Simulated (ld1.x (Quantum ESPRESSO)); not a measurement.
**Scattering properties, ultrasoft potential for Zr**

zirconium, ultrasoft, made with ld1.x (Quantum ESPRESSO) 7.5 (PBE, scalar-relativistic). Core [Ar] 3d10, reference 4s2 4p6 4d2 5s1 5p1. Waves: 4s (bound): rcut 2.30, rcutus 2.45 bohr; 5s (bound): rcut 2.30, rcutus 2.45 bohr; 4p (bound): rcut 1.80, rcutus 2.15 bohr; 5p (bound): rcut 1.80, rcutus 2.15 bohr; 4d (bound): rcut 1.75, rcutus 2.30 bohr; 4d channel at -0.05 Ry: rcut 1.75, rcutus 2.30 bohr; 4f channel at 0.2 Ry: rcut 1.45, rcutus 2.00 bohr. Local part: all-electron potential smoothed inside 2.40 bohr (lloc = -1). Core correction: Bessel-smoothed model core inside 1.50 bohr. Augmentation charge: PSQ, inside the norm-conserving radii.

The phase is arctan(r·u′/u) with u = r·R(r), unwrapped; energies in Ry, scanned from -6 to 5 Ry. A pole is an energy at which the radial function vanishes at the test radius. The pseudo phase is shifted by a multiple of π to meet the all-electron one at the reference energy, and phase errors are pseudo minus all-electron; the curves can meet again beyond the range given. Levels narrower than the energy grid can be missing from the lists of poles.

```
channel  radius (bohr)  reference energy (Ry)  poles, all-electron  poles, pseudo  unbroken range about the reference energy with phases within 0.05 rad  phase error 1 Ry above the reference energy (rad)
      s           2.66                  -0.38          -4.03, 2.90    -4.03, 2.98                                                        the whole range                                             +0.001
      p           2.66                  -0.15          -2.32, 4.13    -2.32, 3.66                                                              below 4.2                                             -0.014
      d           2.66                  -0.34                 0.32           0.32                                                              below 2.5                                             +0.000
      f           2.66                   0.20                 2.98           3.09                                                              below 3.9                                             +0.008
```

The ghost test of this file was not conclusive. Its overlap operator is not positive definite in a basis up to 400 Ry (lowest eigenvalue s -0.13), so the file is unfit for use: the generalised eigenproblem breaks down once the basis is large enough, and its test numbers describe a broken file.

Phases in the f channel:

| E (Ry) | all-electron | pseudo |
| --- | --- | --- |
| -6.00 | 1.426 | 1.426 |
| -5.48 | 1.420 | 1.420 |
| -4.96 | 1.414 | 1.414 |
| -4.44 | 1.406 | 1.406 |
| -3.92 | 1.397 | 1.397 |
| -3.40 | 1.387 | 1.387 |
| -2.88 | 1.374 | 1.375 |
| -2.36 | 1.359 | 1.359 |
| -1.84 | 1.340 | 1.340 |
| -1.32 | 1.314 | 1.314 |
| -0.80 | 1.277 | 1.278 |
| -0.28 | 1.222 | 1.222 |
| 0.24 | 1.123 | 1.123 |
| 0.76 | 0.897 | 0.898 |
| 1.28 | 0.129 | 0.141 |
| 1.80 | -1.026 | -1.007 |
| 2.32 | -1.393 | -1.377 |
| 2.84 | -1.542 | -1.524 |
| 3.36 | -1.639 | -1.613 |
| 3.88 | -1.734 | -1.689 |
| 4.40 | -1.873 | -1.774 |
| 4.92 | -2.223 | -1.906 |
